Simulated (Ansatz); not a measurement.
This geometry of BFH2 + BrH (6 atoms, charge 0, multiplicity 1) is a first-order saddle point.

Method: RKS B3LYP/def2-SVP (Ansatz).

```xyz
6
Properties=species:S:1:pos:R:3
B 0.010 -0.174 0.040
F 0.007 0.126 1.549
H 1.063 0.108 -0.453
H -1.063 0.040 -0.444
Br 0.082 -2.335 0.560
H 0.045 -1.048 1.671
```

Task: Which two structures does it join? (They come from a converged band through this point; their orientation in space is the band's.)

Result: Bonds broken: B1–F2, Br5–H6. Bonds formed: B1–Br5, F2–H6. BFH2 + BrH becomes BBrH2 + FH.

First end point:

```xyz
6
Properties=species:S:1:pos:R:3
B -0.013 0.463 -0.163
F 0.000 0.290 1.153
H 1.049 0.577 -0.720
H -1.087 0.504 -0.709
Br 0.119 -3.235 1.450
H 0.076 -1.883 1.911
```

Last end point:

```xyz
6
Properties=species:S:1:pos:R:3
B 0.016 -0.421 -0.166
F 0.008 0.142 1.740
H 1.058 0.081 -0.474
H -1.060 0.010 -0.463
Br 0.084 -2.358 0.210
H 0.039 -0.738 2.075
```

Task: How far does it lie above each of them?

Result: 23.1 kcal/mol above the first and 6.1 kcal/mol above the second. This is the barrier of this one path; another mechanism may lie lower. The orbitals stay closed-shell, which can raise the energy where a bond breaks towards radicals; this wasn't checked here.

Time of the run: 110 s on 2 threads of Arm Neoverse V2, on a shared host, peak memory 0.17 GiB.
